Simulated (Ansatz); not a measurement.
Al7Sb6H22⁻, a cluster cut from wurtzite AlSb (hydrogen-capped) was relaxed with PBE-D4 (def2-SVP) in Ansatz in these states: charge -1 singlet, neutral doublet. The geometries follow in no particular order.

In the def2 sets Sb takes a core potential; there is no spin–orbit coupling.

A:

```xyz
35

Al    3.950    2.434   -0.010
Sb    2.062    3.748   -1.522
Al   -0.392    4.586   -0.595
Al    4.169   -1.767    1.009
Sb    2.454    0.144    0.066
Al   -0.026    0.262    1.080
Sb   -1.346    2.030   -0.443
Al   -4.046    2.282   -0.087
Sb    2.455   -3.806    0.309
Al    0.073   -4.366    1.573
Sb   -1.127   -2.127    0.565
Al   -3.796   -2.454    1.067
Sb   -4.488   -0.384   -0.611
H     5.265    2.253   -0.904
H     3.914    3.046    1.467
H     2.810    4.980   -2.470
H     1.729    2.713   -2.848
H    -0.199    5.095    0.909
H    -1.100    5.415   -1.767
H     5.480   -1.889    0.101
H     4.157   -1.639    2.603
H     2.201   -0.268   -1.582
H    -0.041    0.637    2.631
H    -1.171    1.400   -2.031
H    -4.277    2.519    1.478
H    -4.718    3.137   -1.260
H     3.341   -5.256    0.011
H     2.055   -3.528   -1.336
H     0.279   -4.110    3.138
H    -0.522   -5.702    0.924
H    -0.980   -2.279   -1.139
H    -4.038   -1.968    2.571
H    -4.354   -3.814    0.435
H    -3.694   -0.705   -2.097
H    -6.080   -0.620   -1.233
```

B:

```xyz
35

Al   -0.486    3.649    2.832
Sb    1.326    4.486    0.979
Al    1.222    4.137   -1.720
Al   -1.952   -0.224    4.208
Sb   -0.603    1.016    2.215
Al   -0.992    0.254   -0.344
Sb    0.915    1.450   -1.833
Al    1.276    0.703   -4.410
Sb   -1.441   -2.823    3.577
Al   -1.885   -4.071    1.198
Sb   -0.548   -2.405   -0.464
Al   -0.373   -3.632   -2.871
Sb    1.425   -1.998   -4.101
H     0.160    3.848    4.293
H    -1.878    4.351    2.435
H     1.754    6.122    1.315
H     2.837    3.836    1.475
H    -0.140    4.848   -2.202
H     2.646    4.560   -2.340
H    -1.264    0.096    5.627
H    -3.533   -0.020    3.984
H     1.016    0.501    2.490
H    -2.464    0.632   -0.854
H     2.353    0.884   -1.078
H    -0.077    0.978   -5.237
H     2.700    1.228   -4.944
H    -2.014   -3.831    4.854
H     0.222   -3.071    3.931
H    -3.465   -3.941    0.923
H    -1.162   -5.509    1.240
H     1.065   -2.517    0.124
H    -1.758   -3.441   -3.667
H     0.298   -5.086   -2.704
H     2.931   -2.300   -3.330
H     1.890   -2.708   -5.604
```

**Question.** Judge from the bond lengths which geometry belongs to which state (an estimate).

**Answer.** A is the neutral doublet (Al4–Sb9 2.753 Å, Sb2–Al3 2.754 Å, Sb9–Al10 2.754 Å); B is the charge -1 singlet (Al4–Sb9 2.723 Å, Sb2–Al3 2.723 Å, Sb9–Al10 2.723 Å).
